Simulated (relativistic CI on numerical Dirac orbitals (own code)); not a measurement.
Si⁶⁺: computed level list

Calculated at this level of theory: Dirac-Coulomb-Breit CI, orbitals from a KLI potential per configuration, model QED (radiative potential, 1s self-energy scaled to tabulated hydrogen-like ionisation energies), valence Slater integrals scaled by 0.9, configuration energies shifted to the measured levels that pair with them (semi-empirical) (own radial code, finite nucleus).

Configuration list (outside the closed core 1s2): 2s2 2p4, 2s 2p5, 2p6, 2s2 2p3 3s, 2s2 2p3 3d, 2s2 2p3 4s, 2s2 2p3 4d, 2s 2p4 3s, 2s2 2p3 5d, 2s2 2p3 3p, 2p5 3s, 2p5 3p, 2p5 3d, 2s 2p4 3p, 2s2 2p3 4p, 2s2 2p3 4f, 2s 2p4 3d, 2s2 2p2 3s2, 2s2 2p2 3s 3p, 2s2 2p2 3p2, 2s2 2p2 3s 3d, 2s 2p4 4s, 2s 2p4 4p, 2s2 2p2 3p 3d, 2s 2p4 4d, 2s 2p4 4f, 2s 2p3 3s2, 2s2 2p2 3d2, 2s 2p3 3s 3p, 2s 2p3 3p2. Levels of other configurations are missing.

| No. | Configuration | Term | J | E (cm⁻¹) | % | Next component (%) | jj configuration (%) |
| --- | --- | --- | --- | --- | --- | --- | --- |
| 41 | 2p3(2P°) 3p‡ | 3D | 3 | 1341820 | 96 | 2 2p5 3p 3D | 2p3/2^3 3p3/2 (56) |
| 42 | 2p3(2D°) 3p‡ | 1D | 2 | 1344370 | 80 | 15 3D | 2p1/2 2p3/2^2 3p3/2 (66) |
| 43 | 2p3(2P°) 3p‡ | 1P | 1 | 1347646 | 93 | 3 3D | 2p1/2 2p3/2^2 3p3/2 (27) |
| 44 | 2p3(2P°) 3p‡ | 3P | 2 | 1354039 | 92 | 4 1D | 2p3/2^3 3p3/2 (41) |
| 45 | 2p3(4S°) 3d | 5D° | 3 | 1354283 | 99 | 1 2s 2p4 3p 5D° | 2p1/2 2p3/2^2 3d5/2 (32) |
| 46 | 2p3(4S°) 3d | 5D° | 4 | 1354286 | 99 | 1 2s 2p4 3p 5D° | 2p1/2 2p3/2^2 3d5/2 (55) |
| 47 | 2p3(4S°) 3d | 5D° | 2 | 1354298 | 99 | 1 2s 2p4 3p 5D° | 2p1/2 2p3/2^2 3d3/2 (39) |
| 48 | 2p3(4S°) 3d | 5D° | 1 | 1354315 | 99 | 1 2s 2p4 3p 5D° | 2p1/2 2p3/2^2 3d3/2 (50) |
| 49 | 2p3(4S°) 3d | 5D° | 0 | 1354324 | 99 | 1 2s 2p4 3p 5D° | 2p1/2 2p3/2^2 3d3/2 (55) |
| 50 | 2p3(2P°) 3p‡ | 3P | 1 | 1354932 | 95 | 2 2p5 3p 3P | 2p1/2 2p3/2^2 3p3/2 (43) |
| 51 | 2p3(2P°) 3p‡ | 3P | 0 | 1355376 | 96 | 2 2p5 3p 3P | 2p1/2 2p3/2^2 3p1/2 (62) |
| 52 | 2p3(2P°) 3p‡ | 1D | 2 | 1369949 | 96 | 1 3P | 2p1/2 2p3/2^2 3p3/2 (45) |
| 53 | 2p3(4S°) 3d | 3D° | 2 | 1373264 | 99 | 1 2s 2p4 3p 3D° | 2p1/2 2p3/2^2 3d5/2 (25) |
| 54 | 2p3(4S°) 3d | 3D° | 1 | 1373288 | 99 | 1 2s 2p4 3p 3D° | 2p1/2 2p3/2^2 3d5/2 (55) |
| 55 | 2p3(4S°) 3d | 3D° | 3 | 1373575 | 99 | 1 2s 2p4 3p 3D° | 2p1/2 2p3/2^2 3d5/2 (32) |
| 56 | 2p3(2P°) 3p‡ | 1S | 0 | 1399731 | 96 | 2 2p5 3p 1S | 2p3/2^3 3p3/2 (39) |
| 57 | 2p3(2D°) 3d | 3F° | 2 | 1417712 | 98 | 1 1D° | 2p1/2 2p3/2^2 3d3/2 (45) |
| 58 | 2p3(2D°) 3d | 3F° | 3 | 1418422 | 97 | 1 3G° | 2p1/2 2p3/2^2 3d3/2 (50) |
| 59 | 2p3(2D°) 3d | 3F° | 4 | 1419291 | 96 | 2 3G° | 2p1/2 2p3/2^2 3d5/2 (80) |
| 60 | 2p3(2D°) 3d | 1S° | 0 | 1419439 | 99 | 1 3P° | 2p1/2 2p3/2^2 3d5/2 (60) |
| 61 | 2p3(2D°) 3d | 3G° | 3 | 1424154 | 97 | 2 3F° | 2p1/2 2p3/2^2 3d3/2 (39) |
| 62 | 2p3(2D°) 3d | 3G° | 4 | 1424237 | 97 | 3 3F° | 2p1/2 2p3/2^2 3d3/2 (41) |
| 63 | 2p3(2D°) 3d | 3G° | 5 | 1424289 | 100 |  | 2p1/2 2p3/2^2 3d5/2 (100) |
| 64 | 2p3(2D°) 3d | 1G° | 4 | 1426384 | 98 | 2 3F° | 2p1/2 2p3/2^2 3d3/2 (46) |
| 65 | 2p3(2D°) 3d | 3D° | 1 | 1429365 | 75 | 23 1P° | 2p3/2 3d3/2 (38) |
| 66 | 2p3(2D°) 3d | 3D° | 2 | 1430032 | 97 | 1 1D° | 2p1/2 2p3/2^2 3d3/2 (48) |
| 67 | 2p3(2D°) 3d | 3D° | 3 | 1430104 | 99 | 1 2s 2p4 3p 3D° | 2p1/2 2p3/2^2 3d5/2 (61) |
| 68 | 2p3(2D°) 3d | 1P° | 1 | 1431281 | 73 | 24 3D° | 2p1/2 2p3/2^2 3d5/2 (69) |
| 69 | 2p3(2D°) 3d | 1D° | 2 | 1436623 | 91 | 5 3P° | 2p1/2 2p3/2^2 3d5/2 (59) |
| 70 | 2p3(2D°) 3d | 3P° | 2 | 1437003 | 93 | 5 1D° | 2p1/2 2p3/2^2 3d5/2 (37) |

Energies count from the lowest computed level; ° marks odd parity. Percentages are summed over parent terms; the parents shown are those of the largest component, closed shells are left out there. Filled j subshells are mostly left out of the jj labels. ‡ marks configurations that were not tied to measured data.

The mean weight of the leading LS term, summed over parents, in these 30 levels is 95 %, and that of the leading jj configuration (from the same eigenvectors) 50 %, so LS coupling describes them better.

Configurations whose levels could be paired with our table of measured levels were shifted onto them, all but the ground configuration, by the median error of their levels; single terms can still be off by 1,000 to 2,000 cm⁻¹ or more, and rates follow the energies as ν³ (E1, M1) or ν⁵ (E2). The others borrow a shift and can be off by several thousand cm⁻¹ or more. 40 of the 42 excited levels that our extract of the measured tables holds in this range could be paired (the sources list more); they are missed by 2191 cm⁻¹ on average and 8445 at most, after the shifts were fitted to these levels, and levels without a partner can miss by more.

LS names give the leading component of a level, which can be under half, so a name can repeat, a term be missing and a line seem to break the LS rules.
